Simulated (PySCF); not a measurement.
**Atomic charges against the basis set**

C2H8O2Si.
Bonds: C1–Si2, Si2–C3, Si2–O4, Si2–O5. Hydrogens: H6, H7, H8 on C1; H9, H10, H11 on C3; H12 on O4; H13 on O5.

PBE0 throughout (PySCF), one geometry, spherical d and f functions. Geometry: PBE0-D3(BJ)/def2-SVP, one conformer, isolated molecule. Atoms taken as equivalent share a column and are averaged.

Mulliken charges (e):

```
        basis  functions   C1/C3     Si2   O4/O5  H6 (×6)  H12/H13
       STO-3G         37  -0.422  +0.953  -0.454   +0.072   +0.185
        6-31G         65  -0.850  +1.256  -0.790   +0.202   +0.407
     pcSseg-0         65  -1.244  +1.836  -0.834   +0.258   +0.386
       6-31G*         90  -0.789  +1.003  -0.739   +0.196   +0.437
     def2-SVP        114  -0.368  +0.755  -0.417   +0.072   +0.191
      cc-pVDZ        114  -0.290  +0.604  -0.364   +0.063   +0.165
     pcSseg-1        132  -0.667  +1.125  -0.569   +0.142   +0.247
6-311+G(2d,p)        191  -0.781  +1.496  -0.740   +0.164   +0.280
  aug-cc-pVDZ        191  +0.500  +2.070  -0.826   -0.280   +0.131
    def2-TZVP        209  -0.512  +0.629  -0.537   +0.138   +0.322
     IGLO-III        264  -0.648  +1.214  -0.647   +0.140   +0.268
      cc-pVTZ        266  -0.414  +0.558  -0.374   +0.104   +0.197
```

IAO charges (e):

```json
{"basis": "STO-3G", "functions": "37", "C1/C3": "-0.660", "Si2": "+1.223", "O4/O5": "-0.583", "H6 (×6)": "+0.133", "H12/H13": "+0.234"}
{"basis": "6-31G", "functions": "65", "C1/C3": "-0.758", "Si2": "+1.326", "O4/O5": "-0.763", "H6 (×6)": "+0.167", "H12/H13": "+0.356"}
{"basis": "pcSseg-0", "functions": "65", "C1/C3": "-0.768", "Si2": "+1.357", "O4/O5": "-0.746", "H6 (×6)": "+0.164", "H12/H13": "+0.342"}
{"basis": "6-31G*", "functions": "90", "C1/C3": "-0.757", "Si2": "+1.441", "O4/O5": "-0.786", "H6 (×6)": "+0.155", "H12/H13": "+0.356"}
{"basis": "def2-SVP", "functions": "114", "C1/C3": "-0.748", "Si2": "+1.438", "O4/O5": "-0.780", "H6 (×6)": "+0.152", "H12/H13": "+0.355"}
{"basis": "cc-pVDZ", "functions": "114", "C1/C3": "-0.754", "Si2": "+1.429", "O4/O5": "-0.783", "H6 (×6)": "+0.155", "H12/H13": "+0.358"}
{"basis": "pcSseg-1", "functions": "132", "C1/C3": "-0.762", "Si2": "+1.455", "O4/O5": "-0.793", "H6 (×6)": "+0.156", "H12/H13": "+0.360"}
{"basis": "6-311+G(2d,p)", "functions": "191", "C1/C3": "-0.779", "Si2": "+1.475", "O4/O5": "-0.813", "H6 (×6)": "+0.161", "H12/H13": "+0.372"}
{"basis": "aug-cc-pVDZ", "functions": "191", "C1/C3": "-0.768", "Si2": "+1.446", "O4/O5": "-0.805", "H6 (×6)": "+0.160", "H12/H13": "+0.371"}
{"basis": "def2-TZVP", "functions": "209", "C1/C3": "-0.783", "Si2": "+1.490", "O4/O5": "-0.813", "H6 (×6)": "+0.161", "H12/H13": "+0.369"}
{"basis": "IGLO-III", "functions": "264", "C1/C3": "-0.782", "Si2": "+1.486", "O4/O5": "-0.816", "H6 (×6)": "+0.161", "H12/H13": "+0.372"}
{"basis": "cc-pVTZ", "functions": "266", "C1/C3": "-0.780", "Si2": "+1.477", "O4/O5": "-0.809", "H6 (×6)": "+0.161", "H12/H13": "+0.369"}
```

Some averages cover members that differ in this geometry, most widely: H6 (×6), Mulliken in aug-cc-pVDZ -0.325 to -0.234; C1/C3, Mulliken in 6-311+G(2d,p) -0.823 to -0.740; H12/H13, Mulliken in aug-cc-pVDZ +0.105 to +0.157; C1/C3, Mulliken in def2-TZVP -0.534 to -0.490 e.

Question: Which scheme is steadiest as the basis changes?

Answer: Largest range over the bases for any column: IAO 0.27 e, Mulliken 1.74 e. IAO charges move least and Mulliken charges most, counted in e. Without the minimal STO-3G basis the ranges are IAO 0.16, Mulliken 1.74 e.

Question: How much do the charges still move between the two largest bases, IGLO-III and cc-pVTZ?

Answer: At most, over all atoms: Mulliken 0.655 e, IAO 0.009 e.

Question: What do the same runs give for the total energy, the frontier levels and the dipole moment?

Answer: 
```json
{"basis": "STO-3G", "energy (Eh)": "-514.2671", "HOMO (eV)": "-3.93", "LUMO (eV)": "7.74", "μ (D)": "1.78"}
{"basis": "6-31G", "energy (Eh)": "-520.5558", "HOMO (eV)": "-7.94", "LUMO (eV)": "1.40", "μ (D)": "3.02"}
{"basis": "pcSseg-0", "energy (Eh)": "-519.8122", "HOMO (eV)": "-8.05", "LUMO (eV)": "1.30", "μ (D)": "2.75"}
{"basis": "6-31G*", "energy (Eh)": "-520.6681", "HOMO (eV)": "-7.79", "LUMO (eV)": "1.75", "μ (D)": "2.30"}
{"basis": "def2-SVP", "energy (Eh)": "-520.4362", "HOMO (eV)": "-7.89", "LUMO (eV)": "1.26", "μ (D)": "2.16"}
{"basis": "cc-pVDZ", "energy (Eh)": "-520.7005", "HOMO (eV)": "-7.79", "LUMO (eV)": "1.30", "μ (D)": "2.09"}
{"basis": "pcSseg-1", "energy (Eh)": "-520.6715", "HOMO (eV)": "-8.07", "LUMO (eV)": "0.84", "μ (D)": "2.26"}
{"basis": "6-311+G(2d,p)", "energy (Eh)": "-520.7991", "HOMO (eV)": "-8.12", "LUMO (eV)": "-0.24", "μ (D)": "2.18"}
{"basis": "aug-cc-pVDZ", "energy (Eh)": "-520.7328", "HOMO (eV)": "-8.06", "LUMO (eV)": "-0.39", "μ (D)": "2.06"}
{"basis": "def2-TZVP", "energy (Eh)": "-520.8237", "HOMO (eV)": "-8.06", "LUMO (eV)": "0.61", "μ (D)": "2.11"}
{"basis": "IGLO-III", "energy (Eh)": "-520.8316", "HOMO (eV)": "-8.08", "LUMO (eV)": "0.23", "μ (D)": "2.05"}
{"basis": "cc-pVTZ", "energy (Eh)": "-520.8154", "HOMO (eV)": "-8.01", "LUMO (eV)": "0.68", "μ (D)": "2.03"}
```

The dipole is fixed by the density alone, so its range of 1.24 D shows that the density itself changes with the basis, not only its division among atoms.
